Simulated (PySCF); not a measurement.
Pt⁺ (platinum, charge +1) across methods

[Xe] 4f14 5d9, 2D determinant. Calculation: PySCF 2.14, in x2c-TZVPPall; the spin-free X2C one-electron Hamiltonian (Gaussian nucleus).

```csv
method,E (hartree),mean ε 5p β (eV),mean ε 5d α (eV),mean ε 5d β (eV),Σ⟨r²⟩ (bohr²),⟨S²⟩
r2SCAN,-18415.50,-66.319,-15.377,-14.784,49.28,1.173
LC-wPBE,-18415.19,-69.867,-19.021,-18.410,48.81,0.886
LDA,-18404.06,-64.886,-15.061,-14.490,49.32,0.870
PBE,-18415.46,-64.657,-14.917,-14.335,49.43,0.979
PBE0,-18415.23,-68.037,-16.383,-15.737,48.92,0.915
UHF,-18409.85883,-77.381,-20.177,-19.283,48.39,0.905
MN15,-18427.86,-68.541,-17.293,-16.768,49.02,0.984
PBEsol,-18409.88,-64.701,-14.942,-14.350,49.36,0.975
```

⟨L²⟩ = 7.49 against 6 for a pure D term, so this real determinant mixes terms. Spin-orbit coupling, absent here, splits the open shell strongly. ⟨S²⟩ = 1.17 against 0.75 shows spin contamination.
